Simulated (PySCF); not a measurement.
**SrC⁺: frontier orbitals**

PW91 at R = 2.348 Å; PySCF, scalar-relativistic core potentials, basis sets Sr def2-SVPD with ECP28, C def2-SVPD. State: ⁴Σ⁻ (quartet), unpaired electrons σ ↑, π ↑↑. Only the outer orbitals are listed, counted within each symmetry, core potentials removing the inner ones.

```tsv
spin	orbital	occ.	ε (eV)	on Sr (%)	main shells (%)
α	2σ	1	-47.17	99	99 Sr s
α	1π	1	-28.89	100	100 Sr p
α	1π	1	-28.89	100	100 Sr p
α	3σ	1	-28.80	98	98 Sr p
α	4σ	1	-17.59	10	90 C s
α	5σ	1	-10.00	25	71 C p, 13 Sr d, 12 Sr s
α	2π	1	-9.74	18	82 C p, 16 Sr d
α	2π	1	-9.74	18	82 C p, 16 Sr d
α	6σ	0	-7.80	97	75 Sr s, 16 Sr d
α	1δ	0	-6.44	100	100 Sr d
α	1δ	0	-6.44	100	100 Sr d
β	2σ	1	-47.03	100	100 Sr s
β	1π	1	-28.76	100	100 Sr p
β	1π	1	-28.76	100	100 Sr p
β	3σ	1	-28.50	99	99 Sr p
β	4σ	1	-14.50	15	83 C s
β	5σ	0	-7.63	84	82 Sr s, 13 C p
β	2π	0	-7.37	52	49 Sr d, 48 C p
β	2π	0	-7.37	52	49 Sr d, 48 C p
```

Which are the highest filled and the lowest empty level, where do they sit, and how wide is the gap?

Highest filled α 2π at -9.74 eV (in %: 82 C p, 16 Sr d); lowest empty α 6σ at -7.80 eV (in %: 75 Sr s, 16 Sr d); the gap at PW91 is 1.94 eV.

* bond order (Mayer): 1.32
* ⟨S²⟩: 3.752
* charge on Sr (Mulliken, basis-dependent): 1.18
* charge on Sr (Löwdin, basis-dependent): 1.27
* dipole moment (positive dipole points towards C; it is taken about the centre of mass and depends on that origin): -5.69 D

Spin–orbit coupling is left out. The state is the lowest determinant that a PBE0 search found; another state may lie lower at other levels.
